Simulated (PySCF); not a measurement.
## H$_{3}$Al, SMILES `[AlH3]` (charge 0, multiplicity 1)

These are PBE-D3(BJ)/def2-TZVP // TPSSh-D3(BJ)/def2-TZVP in PySCF 2.14.0 values and carry that method's errors.

```json
{
 "HOMO": "-7.30 eV",
 "dipole_moment": "0.00 D",
 "LUMO": "-2.53 eV",
 "HOMO–LUMO gap": "4.78 eV",
 "total_energy": "-244.0516 Ha",
 "cost": "about 27 core-seconds (a rough figure)"
}
```

```xyz
4

Al     0.0000    -0.0001    -0.0007
H      1.5770    -0.1352     0.0009
H     -0.9056    -1.2982    -0.0005
H     -0.6715     1.4333     0.0004
```
Charge 0, spin multiplicity 1.
